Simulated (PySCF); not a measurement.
A structure optimised at ωB97X-D3(BJ)/def2-SVP, used in a PySCF frequency run:

```
Al
F 1 1.6543
O 1 1.6750 2 118.95
C 3 1.4000 1 137.77 2 179.24
H 4 1.1036 3 110.25 1 120.48
H 4 1.1036 5 107.75 3 -120.33
H 4 1.1060 5 108.00 6 -116.44
N 1 1.7640 2 118.85 3 179.89
C 8 1.2020 2 147.94 1 179.76
O 9 1.1685 7 131.54 4 179.50
```

**Question.** Write its SMILES and formula.

**Answer.** C[O][Al]([F])[N]=C=O, C2H3AlFNO2

**Question.** What are its rotational constants (standard atomic weights)?

**Answer.** 2.9602, 1.2354, 0.87647 GHz
